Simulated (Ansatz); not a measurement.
The first iterations of a band of H$_{3}$InS$_{2}$ (6 atoms, charge 0, multiplicity 1).

All numbers below come from RKS PBE/def2-SVP in Ansatz.

```json
{
 "movable images": "7",
 "climbing image": "yes",
 "spring": "0.5 eV/Å²",
 "optimiser": "quadratic models (default)",
 "start path": "through a guess of the saddle point",
 "force threshold": "0.05 eV/Å",
 "iteration limit": "60",
 "end points": "relaxed"
}
```

Image 0:

```xyz
6
Properties=species:S:1:pos:R:3
S -1.859 -0.492 0.168
In 0.391 0.123 -0.512
S 1.917 0.448 1.344
H -2.302 -0.561 -1.119
H 0.891 0.320 -2.155
H 0.963 0.162 2.275
```

Image 8:

```xyz
6
Properties=species:S:1:pos:R:3
S -1.888 -0.472 -0.761
In 0.458 0.151 -0.835
S 1.590 0.375 1.302
H -1.920 -0.517 0.601
H 1.280 0.425 -2.328
H 0.481 0.039 2.021
```

| iteration | highest image above the first end (eV) | largest band force component (eV/Å) |
| --- | --- | --- |
| 1 | 4.955 | 25.013 |
| 2 | 0.777 | 5.956 |

Problem. Does the band converge within its limit, and where does its top end?

Solution. The run converged. It ended after 8 iterations with the highest image 0.162 eV above the first end. Another band between the same ends (7 images) ends at a top of the same energy, where a vibrational analysis finds 1 clearly imaginary mode.

The run took 88 s on 1 CPU thread of a shared host.
